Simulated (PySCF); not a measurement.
## Finite-field polarisability of Pt (platinum, neutral)

[Xe] 4f14 5d9 6s1, high-spin 3D determinant. All numbers are calculated (PySCF 2.14, scalar relativity through the core potential, in aug-cc-pwCVDZ-PP with ECP60MDF (6s6p5d3f, 70 functions)). Frozen: 5s2 5p6. Energy changes in a uniform field (μhartree):

```json
{"axis": "x", "F (au)": "0.0019", "HF": "-95.083", "MP2": "-54.079", "CCSD": "-73.063", "CCSD(T)": "-71.824"}
{"axis": "x", "F (au)": "0.0038", "HF": "-380.616", "MP2": "-216.497", "CCSD": "-292.370", "CCSD(T)": "-287.405"}
{"axis": "z", "F (au)": "0.002", "HF": "-105.200", "MP2": "-61.812", "CCSD": "-83.418", "CCSD(T)": "-82.465"}
{"axis": "z", "F (au)": "0.004", "HF": "-421.119", "MP2": "-247.561", "CCSD": "-333.871", "CCSD(T)": "-330.052"}
```

By symmetry the remaining axis equals x.

Derive α along x at CCSD(T) from the two fields.

With ΔE = −αF²/2 − γF⁴/24, α = −(16 ΔE(F) − ΔE(2F))/(6F²) = 39.79 bohr³.

And the mean polarisability at each level?

The components xx, yy, zz at CCSD(T) are 39.79, 39.79, 41.22, the third axis being equal by symmetry to one of the two computed. Means: HF 52.64, MP2 30.27, CCSD 40.88, CCSD(T) 40.27 bohr³. Reference: 48 ± 4 bohr³ (recommended; Schwerdtfeger and Nagle, table of static dipole polarizabilities (2023 update)).

CCSD(T) lies more than 5 % below the reference, which points to too few diffuse and polarisation functions.

Spin-orbit coupling, absent here, splits the open shell strongly.

A double-zeta set is small for polarisabilities.
